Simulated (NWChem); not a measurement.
Species: AuH$_{2}$OBr; SMILES [OH2]->[Au][Br]

Results from NWChem. All runs use the structure optimised with PBE0/def2-SVP. def2 effective core potentials on Au; no spin-orbit coupling. Static field.

For level B3LYP/def2-SVPD:

| Property | Value |
|---|---|
| isotropic polarisability (bohr³) | 63.8 |
| anisotropy (bohr³) | 38.6 |

**Question.** How do the values read with level PBE/def2-SVPD instead?

**Answer.** The isotropic polarisability (bohr³) is 66.4 and the anisotropy (bohr³) is 41.9.
